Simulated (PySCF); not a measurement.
Electron correlation in As²⁺ (arsenic, charge +2)

[Ar] 3d10 4s2 4p1, 2P determinant. Calculation: PySCF 2.14, in x2c-SVPall; scalar relativity by spin-free X2C-1e. Frozen: [Ar] 3d10; 3 electrons correlated.

MP2 pair energies summed by pair of shells (mhartree):

| pair | energy | share (%) |
| --- | --- | --- |
| 4s-4s | -19.98 | 58.4 |
| 4s-4p | -14.21 | 41.6 |

Total MP2 correlation energy: -34.19 mhartree.

Same-spin part -2.14 and opposite-spin part -32.05 mhartree; SCS-MP2 scales them by 1/3 and 6/5 to -39.18 mhartree.

```json
{"level": "CCSD", "correlation energy (mhartree)": "-49.63"}
{"level": "(T)", "correlation energy (mhartree)": "-0.45"}
{"level": "CCSD(T)", "correlation energy (mhartree)": "-50.08"}
```

Diagnostics: T1 = 0.0080, D1 = 0.0192, largest double amplitude 0.097.

Cost of the coupled-cluster step: 0.09 s of wall time on 1 thread of Neoverse-V2 (shared host), for 3 correlated electrons.
